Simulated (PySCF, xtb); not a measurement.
B(F)(H)(iPr) (C₃H₈BF), SMILES B(C(C)C)F.

GFN2-xTB (xtb 6.7.1) at its own geometry gives an orbital gap of 4.45 eV and a dipole moment of 1.29 D.

Geometry: B3LYP-D3(BJ)/def2-SVP. This is a generated structure with no PubChem entry under its InChIKey; it may be hypothetical. The values are those of a single conformer.

What does M06-2X/def2-TZVP run with PySCF give? (The exact figures need the calculation; the answer reports its results.)

gap 9.93 eV (levels -9.64 and 0.29 eV), dipole 1.27 D.
